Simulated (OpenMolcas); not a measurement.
Ta3+: effect of the metal basis

Ta3+ with its 6 nearest oxide ions at 2.102 Å, on the Mg site of MgO (a = 4.2112 Å, distance in the model lattice 2.106 Å). The rest of the host is ab initio model potentials to 7.6 Å and point charges beyond; the distance is set by hand and nothing relaxes, and no local charge compensation is placed.

```json
{
 "Program": "OpenMolcas",
 "Method": "CASSCF",
 "Spin-orbit coupling": "RASSI with atomic mean-field integrals over the reference wave functions"
}
```

Fixed: ligand basis ANO-RCC-VDZP, active space 2 electrons in 5 orbitals (5d), DKH2 Hamiltonian.

States (labels of O, the rotations of Oh). Energies in cm-1 above the lowest state or level, χT in cm3 K/mol; under a threefold ground state the first gap can be a small split of the lowest multiplet, not the spin-orbit step.

```json
{"Run": "A", "Metal basis": "ANO-RCC-VDZP", "Ground state": "3T1", "First state of that spin": "3T2 40985", "First gap with spin-orbit (degeneracies)": "108.9 (2, 3)", "χT at 300 K": "0.234", "First state of another spin": "1T2 8291", "Cost": "roughly 40 core-seconds"}
{"Run": "B", "Metal basis": "ANO-RCC-VTZP", "Ground state": "3T1", "First state of that spin": "3T2 39901", "First gap with spin-orbit (degeneracies)": "114.6 (2, 3)", "χT at 300 K": "0.235", "First state of another spin": "1E 7987", "Cost": "roughly 60 core-seconds"}
```

Against A, the first state of the same spin changes by -2.6 % in B.

Costs are those of the RASSCF and RASSI steps.

An orbital triplet at a regular site is open to Jahn-Teller coupling, which can distort the site and quench the lowest spin-orbit gaps and is left out. Without dynamic correlation the repulsion within the d shell is too large (B by tens of per cent), so at a given field states of lower spin stand too high. With metal d orbitals alone the field can be off either way by tens of per cent. Ligand-to-metal charge-transfer states are missing. With no ligand orbital active B as a rule stays too high, so bands that hang on it stand too high and its fall with covalency is understated. The least metal-like active orbital is 74 % on the metal (Löwdin) and no ligand orbital is active, so the numbers are rough (holds for A). The least metal-like active orbital is 76 % on the metal (Löwdin) and no ligand orbital is active, so the numbers are rough (holds for B). No measured value stands beside these numbers; the geometry was set by hand and not optimised.
